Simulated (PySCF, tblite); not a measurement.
Isomers of C6H10N2OSi. Computed with GFN2-xTB (tblite): harmonic, unscaled wavenumbers at the GFN2-xTB geometry, gas phase. The method is semi-empirical: single wavenumbers can be off by several per cent or more. Modes of hydrogen on silicon can be 10 to 20 % off. One conformer each.

Electronic energies: PBE0/pcSseg-1 single points on the GFN2-xTB geometries (PySCF, gas phase).

```tsv
SMILES	electronic energy, lowest = 0 (kcal/mol)
CN[SiH2]Oc1ccccn1	0.0
C=C[C@@H](/C=N/C)O[SiH2]C#N	60.0
CC(=O)N([SiH2]C#N)C1CC1	36.4
C=C(OC)[SiH2]/N=C/CC#N	76.5
C=C(C#N)CN[SiH2]C(C)=O	57.9
CC(=O)c1cnn(C)c1[SiH3]	41.2
```

Question: How do GFN2-xTB zero-point energies change the relative energies?

Answer: 
| SMILES | ZPE (kcal/mol) | of it from modes above 1550 cm⁻¹ | electronic (kcal/mol) | with ZPE, lowest = 0 (kcal/mol) | lowest mode (cm⁻¹) | rings |
| --- | --- | --- | --- | --- | --- | --- |
| CN[SiH2]Oc1ccccn1 | 94.4 | 46.3 | 0.0 | 0.0 | 50 | 1 |
| CC(=O)N([SiH2]C#N)C1CC1 | 93.6 | 47.3 | 36.4 | 35.5 | 50 | 1 |
| CC(=O)c1cnn(C)c1[SiH3] | 92.6 | 42.5 | 41.2 | 39.4 | 77 | 1 |
| C=C(C#N)CN[SiH2]C(C)=O | 91.7 | 49.7 | 57.9 | 55.2 | 31 | 0 |
| C=C[C@@H](/C=N/C)O[SiH2]C#N | 91.5 | 49.2 | 60.0 | 57.0 | 17 | 0 |
| C=C(OC)[SiH2]/N=C/CC#N | 91.2 | 49.1 | 76.5 | 73.2 | 13 | 0 |

The zero-point energies span 3.2 kcal/mol, from `C=C(OC)[SiH2]/N=C/CC#N` to `CN[SiH2]Oc1ccccn1`. The order is unchanged.

Question: And how do the electronic energies of GFN2-xTB itself compare?

Answer: `CN[SiH2]Oc1ccccn1` 0.0; `CC(=O)N([SiH2]C#N)C1CC1` 61.5; `CC(=O)c1cnn(C)c1[SiH3]` 45.2; `C=C(C#N)CN[SiH2]C(C)=O` 91.5; `C=C[C@@H](/C=N/C)O[SiH2]C#N` 81.4; `C=C(OC)[SiH2]/N=C/CC#N` 97.9 kcal/mol, lowest = 0. Against the energies above, taken from the same isomer `CN[SiH2]Oc1ccccn1`, the largest difference is 33.6 kcal/mol.

Question: What do entropy and thermal enthalpy add at 298.15 K and 1 bar (rigid rotor, harmonic oscillator, one conformer each)?

Answer: 
| SMILES | point group | symmetry number | S (cal/(mol K)) | H − H(0) (kcal/mol) | ZPE + H − H(0) − TS (kcal/mol) |
| --- | --- | --- | --- | --- | --- |
| CN[SiH2]Oc1ccccn1 | C1 | 1 | 104.6 | 7.52 | 70.8 |
| CC(=O)N([SiH2]C#N)C1CC1 | C1 | 1 | 108.2 | 8.09 | 69.4 |
| CC(=O)c1cnn(C)c1[SiH3] | Cs | 1 | 104.3 | 7.75 | 69.3 |
| C=C(C#N)CN[SiH2]C(C)=O | C1 | 1 | 116.2 | 8.74 | 65.8 |

Not tabulated: `C=C[C@@H](/C=N/C)O[SiH2]C#N` (lowest mode only 17 cm⁻¹); `C=C(OC)[SiH2]/N=C/CC#N` (lowest mode only 13 cm⁻¹).
